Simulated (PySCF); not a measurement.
Si(H)2(OH)(SMe) (CH6OSSi), SMILES CS[SiH2]O.

The structure is a stationary point at ωB97X-D3(BJ)/def2-SVP. This is a generated structure with no PubChem entry under its InChIKey; it may be hypothetical. The values are those of a single conformer.

Calculation: SMD-M06-2X/6-31G* (PySCF).

Solvation free energies are E(SMD) − E(gas) at the gas-phase geometry, for 1 M in both phases. In vacuum the dipole moment is 2.16 D.

Computed solvation free energies in water, acetonitrile, diethylether:
```csv
solvent,ΔG(solv) (kcal/mol),its non-electrostatic (CDS) part,dipole (D)
water,-4.8,2.9,2.87
acetonitrile,-5.8,-0.7,2.74
diethylether,-5.0,-1.9,2.54
```
